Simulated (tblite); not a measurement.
Computed values, GFN2-xTB/tblite, gas phase, harmonic and unscaled. The method is semi-empirical: single wavenumbers can be off by several per cent or more. Modes of hydrogen on silicon can be 10 to 20 % off. One conformer each. Thermal functions are those of the rigid rotor and harmonic oscillator, without mixing of conformers.

Task: Order these by their heat capacity Cp at 500 K, highest first (J/(mol K)).
A. `C[C@@H](CC(Cl)Cl)[C@H](F)[SiH3]`
B. `O1[SiH2][SiH2][SiH2][SiH2][SiH2]1`
C. `[NH3+]CC1CC1`
D. `C=Cn1nccc1C#N`

Result: A (270.4), B (258.5), D (187.5), C (161.6).

| SMILES | atoms | mass (u) | symmetry number | modes under 300 cm⁻¹ | ZPE (kJ/mol) | S translation (J/(mol K)) | S rotation | S vibration | S | Cp |
| --- | --- | --- | --- | --- | --- | --- | --- | --- | --- | --- |
| C[C@@H](CC(Cl)Cl)[C@H](F)[SiH3] | 20 | 188.00 | 1 | 10 | 382.2 | 184.9 | 137.2 | 268.1 | 590.1 | 270.4 |
| O1[SiH2][SiH2][SiH2][SiH2][SiH2]1 | 16 | 165.96 | 1 | 6 | 224.7 | 183.4 | 132.3 | 261.7 | 577.4 | 258.5 |
| C=Cn1nccc1C#N | 14 | 119.05 | 1 | 5 | 261.7 | 179.2 | 126.6 | 140.2 | 446.1 | 187.5 |
| [NH3+]CC1CC1 | 15 | 72.08 | 1 | 3 | 359.8 | 173.0 | 113.3 | 97.0 | 383.2 | 161.6 |

Entropies and Cp are for 500 K and 1 bar.
